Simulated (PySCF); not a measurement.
How the functional moves excitation energies

GeH6O2Si.
SMILES: `O[SiH2][O][GeH3]`

Linear-response calculations in the def2-SVPD basis (PySCF; singlets by full response, triplets Tamm–Dancoff, core orbitals frozen in the response; HF means time-dependent Hartree–Fock). 'Strongest' is the level of largest summed f among the singlets computed (10 roots, of which the last may lack a degenerate partner); it can jump between rows when another state enters that window. S1 is the lowest singlet of each run and needn't be the same state throughout; f(S1) is that of one state. The structure is a single PBE0-D3(BJ)/def2-SVP conformer in the gas phase; no vibrational or solvent corrections. The LDA/def2-SVPD calculation is non-relativistic and has no spin–orbit coupling, an omission that weighs most on germanium.

```tsv
functional	kind	S1 (eV)	f(S1)	strongest (eV)	T1 (eV)	HOMO (eV)	gap (eV)	ionisation energy, ΔSCF (eV)
LDA	LDA	5.77	0.004	7.42	5.57	-6.79	5.67	9.68
PBE	GGA	5.93	0.005	7.44	5.70	-6.75	5.85	9.63
B3LYP	global hybrid, 20% exact exchange	6.63	0.005	7.40	6.33	-7.97	7.65	10.14
PBE0	global hybrid, 25% exact exchange	6.78	0.003	7.64	6.43	-8.18	8.12	10.16
BHandHLYP	global hybrid, 50% exact exchange	7.44	0.002	8.30	7.04	-9.56	10.15	10.53
CAM-B3LYP	range-separated hybrid	7.04	0.002	7.89	6.67	-9.58	10.28	10.46
wB97X-D	range-separated hybrid	7.16	0.002	8.05	6.85	-10.07	11.68	10.40
LC-wPBE	range-separated hybrid	7.43	0.001	8.99	6.96	-10.89	12.65	10.74
HF	Hartree–Fock	8.49	0.000	9.72	7.82	-11.73	13.83	not settled
```

S1 runs from 5.77 eV (LDA) to 8.49 eV (HF), a spread of 2.71 eV, while the orbital gap spreads over 8.2 eV. Along PBE (0%), B3LYP (20%), PBE0 (25%), BHandHLYP (50%), HF (100%) S1 rises with the share of exact exchange. −ε(HOMO) comes closest to its own ΔSCF ionisation energy with LC-wPBE (+0.15 eV) and misses most with LDA (-2.89 eV). 'Not settled' means that the ion's SCF failed to converge or may have ended in another state than the lowest.

Without π bonds the low states are Rydberg-like; a valence basis with one diffuse set may place them up to an eV too high.
